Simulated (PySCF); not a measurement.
## Two-component Hartree-Fock for B⁺ (boron, charge +1)

Start: [He] 2s1 3s1; 2s1/2 filled at m_j = +1/2; 3s1/2 filled at m_j = +1/2. Calculated with PySCF 2.14 in x2c-TZVPall-2c with one added diffuse shell each of s, p, d type (6s4p3d1f, 40 functions): generalised Hartree-Fock with the X2C-1e Hamiltonian and a Gaussian nucleus; one run each with spin-orbit coupling (SO) switched off, then screened by Boettger's factors. This is a chosen level, not necessarily the ground level.

| spinor shell | electrons | ε, spin-free (eV) | ε, screened SO (eV) | weight of nominal j (screened SO) | rms radius, screened SO (bohr) |
| --- | --- | --- | --- | --- | --- |
| 1s1/2 | 2 | -232.56 | -232.56 | 1.000 | 0.377 |
| 2s1/2 | 1 | -31.618 | -31.618 | 1.000 | 1.77 |
| 3s1/2 | 1 | -8.820 | -8.820 | 1.000 | 5.04 |

| quantity | spin-free | screened SO |
| --- | --- | --- |
| E (hartree) | -23.70610 | -23.70610 |
| M_J | 1 | 1 |
| ⟨J²⟩ | 2.000 | 2.000 |
| ⟨L²⟩ | 0.000 | 0.000 |
| ⟨S²⟩ | 2.000 | 2.000 |

Each row is a mean over spinors that exchange with the open shell spreads, by up to 1.943 eV (1s1/2).

Without spin-orbit coupling the j labels of p, d and f shells carry no meaning; the spin-free column gives the mean over the occupied spinors of each nl shell.
